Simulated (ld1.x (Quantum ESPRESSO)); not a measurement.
What one change does to a pseudopotential (B, TM)

```json
{"Element": "boron", "Generator": "ld1.x (Quantum ESPRESSO) 7.5", "Type": "norm-conserving Troullier–Martins (Kleinman–Bylander form)", "Functional": "PBE", "Relativity": "non-relativistic", "Frozen core": "[He]", "Valence charge": "3", "Reference configuration": "2s2 2p1", "Partial waves": "2p (bound): rc 3.70 bohr; 2s (bound): rc 1.60 bohr", "Local potential": "the s channel", "Core correction": "a·sin(br)/r model core, default radius (core density twice the valence density)"}
```

All-electron outer shells of the reference configuration (PBE, non-relativistic, ld1.x):

```json
{"shell": "2s", "level (eV)": "-9.44", "outermost node (bohr)": "0.46", "outermost maximum (bohr)": "1.52"}
{"shell": "2p", "level (eV)": "-3.61", "outermost node (bohr)": "–", "outermost maximum (bohr)": "1.57"}
```

Change: core correction none.

Cutoffs: the cutoffs (Ry, on a coarse ladder) from which the occupation-weighted sum of valence levels, in a spherical-Bessel basis at the reference potential, stays within 10 and 1 mRy of its value at 400 Ry; they do not see the model core or the augmentation charge, which bear on the density cutoff. Errors are all-electron minus pseudo energies relative to the spin-unpolarised reference configuration.

Question: How do hardness, ghosts and transferability respond?

Answer: The potential gets neither clearly harder nor softer (18 Ry and 45 Ry → 18 Ry and 45 Ry); of the 7 tests that both files solve, the error grows in 0 and shrinks in 2 by more than 15 % and 0.3 meV (median size 97.0 → 89.7 meV); neither file shows a bound ghost. The default core radius of the base comes out at 0.69 bohr.

| quantity | base | changed |
| --- | --- | --- |
| cutoff, loose | 18 Ry | 18 Ry |
| cutoff, tight | 45 Ry | 45 Ry |
| bound ghosts | none | none |
| error for 2s2 2p0, meV [ΔE 8.22 eV] | +184 | +183 |
| error for 2s1 2p0, meV [ΔE 33.64 eV] | +528 | +529 |
| error for 2s2 2p0.5, meV [ΔE 2.89 eV] | +28 | +28 |
| error for 2s2 2p1.3, meV [ΔE -0.74 eV] | +2.7 | +2.8 |
| error for 2s1 2p2, meV [ΔE 5.84 eV] | -41 | -30 |
| error for 2s1 2p1, meV [ΔE 14.36 eV] | -97 | -90 |
| error for 2s0 2p3, meV [ΔE 11.71 eV] | -165 | -111 |
| s: phases at 3.99 bohr within 0.05 rad from the reference energy up to (Ry; the scan ends near 5) | 2.8 | 2.8 |
| p: phases at 3.99 bohr within 0.05 rad from the reference energy up to (Ry; the scan ends near 5) | 0.4 | 0.4 |
